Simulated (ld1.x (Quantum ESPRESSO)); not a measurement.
## lutetium (Lu): one change to a TM potential, before and after

```json
{
 "Element": "Lu",
 "Generator": "ld1.x (Quantum ESPRESSO) 7.5",
 "Type": "norm-conserving Troullier–Martins (Kleinman–Bylander form)",
 "Functional": "LDA (PZ)",
 "Relativity": "scalar-relativistic",
 "Frozen core": "[Kr] 4d10 4f14",
 "Valence charge": "11",
 "Reference configuration": "5s2 5p6 5d1 6s2 6p0",
 "Partial waves": "5s (bound): rc 1.20 bohr; 5p (bound): rc 1.95 bohr; 5d (bound): rc 2.95 bohr",
 "Local potential": "all-electron potential smoothed inside 1.20 bohr (lloc = -2)",
 "Core correction": "none"
}
```

Occupied shells without a wave of their own: 6s. They enter only through the test configuration that unscreens the potential.

All-electron outer shells of the reference configuration (LDA (PZ), scalar-relativistic, ld1.x):

| shell | level (eV) | outermost node (bohr) | outermost maximum (bohr) |
| --- | --- | --- | --- |
| 4d | -191.71 | 0.23 | 0.48 |
| 5s | -61.19 | 0.57 | 1.04 |
| 5p | -31.78 | 0.61 | 1.19 |
| 4f | -9.81 | – | 0.47 |
| 6s | -4.81 | 1.41 | 3.00 |
| 5d | -1.92 | 0.68 | 1.84 |
| 6p | -1.40 | 1.73 | 4.32 |

Change: local potential the s channel.

Cutoffs: the cutoffs (Ry, on a coarse ladder) from which the occupation-weighted sum of valence levels, in a spherical-Bessel basis at the reference potential, stays within 10 and 1 mRy of its value at 400 Ry; they do not see the model core or the augmentation charge, which bear on the density cutoff. Errors are all-electron minus pseudo energies relative to the spin-unpolarised reference configuration.

Q: How do hardness, ghosts and transferability respond?

A: The potential gets neither clearly harder nor softer (90 Ry and 160 Ry → 90 Ry and 160 Ry); of the 7 tests that both files solve, the error grows in 1 and shrinks in 5 by more than 15 % and 0.3 meV (median size 133.1 → 68.4 meV); the range in which the s phases agree widens (upper end -0.5 → 3.1); the range in which the p phases agree widens (upper end 0.1 → 4.1); neither file shows a bound ghost.

```csv
quantity,base,changed
"cutoff, loose",90 Ry,90 Ry
"cutoff, tight",160 Ry,160 Ry
bound ghosts,none,none
"largest miss of a reference level, eV",0.09,0.05
"error for 5s2 5p6 5d1 6s1 6p0, meV [ΔE 7.58 eV]",-122,-65
"error for 5s2 5p6 5d1 6s0 6p0, meV [ΔE 21.15 eV]",-304,-157
"error for 5s2 5p6 5d0 6s0 6p0, meV [ΔE 41.37 eV]",-470,-258
"error for 5s2 5p6 5d1 6s1.5 6p0, meV [ΔE 3.08 eV]",-54,-29
"error for 5s2 5p6 5d1 6s0 6p2, meV [ΔE 7.27 eV]",-133,-68
"error for 5s2 5p6 5d0 6s2 6p0, meV [ΔE 5.49 eV]",-5.0,-5.9
"error for 5s2 5p5 5d1 6s2 6p0, meV [ΔE 37.23 eV]",-252,-275
s: phases at 3.22 bohr within 0.05 rad from the reference energy up to (Ry; the scan ends near 5),-0.5,3.1
p: phases at 3.22 bohr within 0.05 rad from the reference energy up to (Ry; the scan ends near 5),0.1,4.1
d: phases at 3.22 bohr within 0.05 rad from the reference energy up to (Ry; the scan ends near 5),1.7,1.7
```

Base: The 6s level has no wave, so the channel is fitted at the deeper level alone: the likely source of the large errors. Changed file: The 6s level has no wave, so the channel is fitted at the deeper level alone: the likely source of the large errors.
